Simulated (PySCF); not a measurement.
**Peak assignment**

Geometry:
```tsv
atom	x (Å)	y (Å)	z (Å)
C1	-1.179	1.634	0.151
C2	-0.891	0.353	-0.063
Si3	-1.830	-1.078	0.740
Cl4	-3.194	-0.321	2.018
C5	0.179	-0.036	-1.012
N6	-0.001	-0.719	-2.057
C7	1.573	0.403	-0.673
C8	2.047	-0.239	0.630
H9	-0.644	2.434	-0.337
H10	-1.983	1.933	0.804
H11	-0.892	-1.909	1.491
H12	-2.545	-1.869	-0.261
H13	-0.966	-0.994	-2.233
H14	2.231	0.118	-1.494
H15	1.587	1.490	-0.567
H16	1.411	0.060	1.461
H17	3.067	0.069	0.847
H18	2.023	-1.323	0.545
```

[PySCF: structure optimised with GFN2-xTB; shielding tensors at PBE0/pcSseg-1 (GIAO); one averaged value for each set of equivalent atoms; one conformer; no solvent model; relativity neglected]

Referencing at the same level of theory: TMS for $^{13}$C, $^{1}$H.

Question: Assign these signals to the numbered atoms. $^{13}$C{$^{1}$H} NMR (computed): δ 187.1, 153.8, 138.0, 41.2, 15.0.

Answer: 
187.1 → C5, carbon bonded to 2 C, N
153.8 → C2, carbon bonded to 2 C, Si
138.0 → C1, carbon bonded to C, 2 H
41.2 → C7, carbon bonded to 2 C, 2 H
15.0 → C8, carbon bonded to C, 3 H

Question: Assign these signals to the numbered atoms. $^{1}$H NMR (400 MHz, computed): δ 9.86 (br s, 1H), 6.38 (m, 1H), 6.26 (m, 1H), 5.25 (s, 2H), 2.60 (q, 2H), 1.20 (t, 3H).

Answer: 
9.86 → H13, hydrogen on a nitrogen bonded to C
6.38 → H9, hydrogen on a carbon bonded to C
6.26 → H10, hydrogen on a carbon bonded to C
5.25 → H11/H12, hydrogen on a silicon bonded to C, Cl
2.60 → H14/H15, hydrogen on a carbon bonded to 2 C
1.20 → H16/H17/H18, hydrogen on a carbon bonded to C

H9 and H10 lie closer than the usual error of such a calculation, so a measured spectrum could show them in the other order.

OH and NH positions are those of a molecule without intermolecular hydrogen bonds; in solution they move with solvent, concentration and temperature, and exchange usually removes their couplings. Shifts are as computed. Against solution values, carbons near 30 ppm lie about +3 ppm off and those near 130 ppm about +5 ppm. Of 1211 compounds with measured shifts, 218 miss one by over three times the rms of a fit or turn the order of signals round; such compounds aren't used in these exercises. Multiplicities follow the n + 1 count of equivalent neighbours, as no J values were calculated; m marks all less simple cases, F and P coupling included.
